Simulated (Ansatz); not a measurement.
A run for Ansatz (a quantum-chemistry and plane-wave program): R-PBE/def2-TZVPP on H3NOSe (SMILES N[Se]O), a point of a torsion scan.

Ansatz 0.2 input:
```yaml
crystal:
  periodic: [false, false, false]
  atoms:
    - {symbol: N, position_ang: [-0.99297658, 0.02080842, -0.02540045]}
    - {symbol: Se, position_ang: [0.39297137, -0.30696462, 1.07682917]}
    - {symbol: O, position_ang: [1.64920200, -0.50500421, -0.24089217]}
    - {symbol: H, position_ang: [-1.71261489, -0.69043668, -0.01348482]}
    - {symbol: H, position_ang: [-1.39432993, 0.94608823, 0.05878351]}
    - {symbol: H, position_ang: [2.50392495, -0.22824823, 0.09367422]}
basis:
  gaussian:
    orbitals: def2-TZVPP
hamiltonian:
  xc: {name: PBE}
scf: {lower_state_search: off}
```

The head of its log:

```
WARN ansatz: RAYON_NUM_THREADS=1 ignored (pool sized by the plan → 1); use --threads N
Functional definition: PBE
these checks for a lower state are left out or cut short: stability, starts, cluster_reference, orbital_swaps, neighbouring_geometries, increment
integrals: 0.06 GiB planned
870 factors; their error is unknown
mean field: 0.45 GiB planned
mean field evaluation 1: about -68908.9502 eV, gradient 8.9e1 eV
mean field evaluation 2: about -68835.9454 eV, gradient 1.9e2 eV
```

Problem. What total energy does the run end on?

Solution. -2532.8645 hartree.
